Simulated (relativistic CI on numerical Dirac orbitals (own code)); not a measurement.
Slater and spin-orbit integrals, Sr VI

Calculated at this level of theory: Dirac-Coulomb-Breit CI, KLI orbitals optimised for each configuration, a model potential for QED, valence Slater integrals scaled by 0.85, P86 correlation energy added to each configuration (own radial code, finite nucleus).

Slater integrals F^k, G^k are unscaled and averaged over j, outside the closed core [Ar] 3d10; ζ comes from projecting the Hamiltonian with its Breit term on Σ l·s of the shell.

- 4s2 4p3: F^2(4p,4p) = 74654, ζ(4p) = 7635.3 cm⁻¹; <r>(4p) = 1.409, <r^2>(4p) = 2.247 (bohr units).
- 4s 4p4: F^2(4p,4p) = 74719, G^1(4s,4p) = 99997, ζ(4p) = 7605.3 cm⁻¹; <r>(4s) = 1.277, <r^2>(4s) = 1.837, <r>(4p) = 1.407, <r^2>(4p) = 2.241 (bohr units).
- 4s2 4p2 4d: F^2(4p,4p) = 74940, ζ(4p) = 7831.9, F^2(4p,4d) = 62759, G^1(4p,4d) = 77942, G^3(4p,4d) = 48259, ζ(4d) = 507.36 cm⁻¹; <r>(4p) = 1.402, <r^2>(4p) = 2.226, <r>(4d) = 1.753, <r^2>(4d) = 3.515 (bohr units).

In this model ζ of a weakly bound d, f or g electron outside closed shells comes out too small, for d by up to a factor of two or three and at times with the wrong sign; that of an outer p electron is too small as well.

Averages of the first 10 configurations, taken without configuration mixing, which lowers the lowest level and can move excited configurations by several eV; other configurations of the list can lie among them:

| Configuration | Parity | States | Average energy above the lowest level (eV) |
| --- | --- | --- | --- |
| 4s2 4p3 | odd | 20 | 4.4 |
| 4s 4p4 | even | 30 | 26.4 |
| 4s2 4p2 4d | even | 150 | 35.1 |
| 4p5 | odd | 6 | 51.9 |
| 4s 4p3 4d | odd | 400 | 55.8 |
| 4s2 4p2 4f | odd | 210 | 59.7 |
| 4s2 4p2 5s | even | 30 | 44.8 |
| 4s 4p3 4f | even | 560 | 80.9 |
| 4s2 4p2 5p | odd | 90 | 51.7 |
| 4s2 4p2 5d | even | 150 | 61.6 |
